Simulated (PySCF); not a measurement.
**Working out the ionisation energy of Ga²⁺**

Ga²⁺ [Ar] 3d10 4s1 (2S) → Ga³⁺ [Ar] 3d10 (1S). Computed with PySCF 2.14 in def2-TZVPPD, with no relativity, point nucleus. Frozen: [Ne]. Energies in hartree (1 hartree = 27.21139 eV):

| part | Ga²⁺ (lower) | Ga³⁺ (upper) |
| --- | --- | --- |
| UHF | -1922.341999 | -1921.269496 |
| CCSD correlation | -0.243644 | -0.226680 |
| (T) | -0.006004 | -0.004947 |

Task: What does Hartree-Fock give?

Result: (-1921.269496) − (-1922.341999) = 1.072503 hartree = 29.184 eV.

Task: What do CCSD and CCSD(T) give?

Result: The CCSD correlation energies differ by 0.016964 hartree = 0.462 eV and the triples by 0.001057 hartree = 0.029 eV, so CCSD gives 29.646 eV and CCSD(T) 29.675 eV.

Measured between the centres of the two terms (NIST): 30.726 eV, so CCSD(T) (valence and next inner shell) is off by -1.051 eV.

The calculation is non-relativistic.

What remains against the reference includes basis incompleteness, the frozen core and higher excitations.
